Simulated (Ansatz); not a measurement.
BCl3F2Si, SMILES `FB(F)[Si](Cl)(Cl)Cl`, relaxed with RKS PBE0-D4/def2-TZVP in Ansatz from a PBE-D4/def2-SVP geometry. The force threshold is 0.005 eV/Å; the program also tests the step.

Total charge 0; spin multiplicity 1.

Start:

```xyz
7

F    -0.638    2.131    0.440
B    -0.758    0.991   -0.224
F    -1.712    0.901   -1.140
Si    0.467   -0.589    0.142
Cl    1.889   -0.103    1.558
Cl    1.416   -1.153   -1.608
Cl   -0.664   -2.179    0.833
```

| step | energy (eV) | largest force (eV/Å) | largest move (Å) |
| --- | --- | --- | --- |
| 1 | -51545.7146 | 0.614 | 0.000 |
| 2 | -51545.7555 | 0.207 | 0.036 |
| 3 (rejected) | -51545.7515 | 0.257 | 0.029 |
| 4 | -51545.7568 | 0.018 | 0.005 |
| 5 | -51545.7568 | 0.008 | 0.001 |
| 6 | -51545.7568 | 0.001 | 0.001 |

End:

```xyz
7

F    -0.639    2.119    0.431
B    -0.755    0.987   -0.223
F    -1.698    0.895   -1.133
Si    0.469   -0.591    0.145
Cl    1.871   -0.117    1.537
Cl    1.399   -1.139   -1.581
Cl   -0.647   -2.154    0.825
```

It took 59 s on 4 threads of a server CPU on a shared host, with 0.86 GiB of host memory at the peak.
